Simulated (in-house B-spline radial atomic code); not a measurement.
# Ionising the technetium ion Tc⁶⁺ with different functionals

Computed with a radial B-spline atomic code at the basis-set limit: scalar-relativistic (spin-free X2C) Hamiltonian, Fermi nucleus of rms radius 4.41117 fm, spin-polarised at highest spin, spherical fractional occupations for the functionals, and exact exchange of hybrids averaged over the configuration. The ionisation energy is the difference of two self-consistent energies, [Kr] 4d1 → [Ar] 3d10 4s2 4p6, without Breit or QED terms; ε is the level of the shell that loses the electron (its least bound occupied spin orbital). There is no spin-orbit coupling in this Hamiltonian.

| method | rung | ΔSCF (eV) | -ε(4d) (eV) |
| --- | --- | --- | --- |
| PBE0 | global hybrid | 88.94 | 82.96 |
| B3LYP | global hybrid | 88.99 | 82.54 |
| TPSSh | global hybrid | 88.78 | 81.51 |
| BHandHLYP | global hybrid | 88.80 | 84.94 |
| r2SCAN0 | global hybrid | 88.53 | 82.71 |
| B97-1 | global hybrid | 88.89 | 82.51 |
| HSE06 | range-separated hybrid | 88.90 | 82.50 |
| wB97X | range-separated hybrid | 88.67 | 85.37 |
| CAM-B3LYP | range-separated hybrid | 88.97 | 84.47 |
| LC-wPBE | range-separated hybrid | 89.02 | 85.98 |

Problem. Among the functionals, which spreads more, the ΔSCF values or the orbital energies?

Solution. The orbital energies: ΔSCF values span about 0.49 eV and the orbital energies 4.47 eV; here energy differences depend much less on the functional than eigenvalues do.

Problem. How do they compare with the NIST value?

Solution. NIST lists 88 eV ± 2 (tabulated theory, ground level to ground level). Errors run from +0.53 to +1.02 eV; all lie within about twice that uncertainty, so the table can't rank the methods.
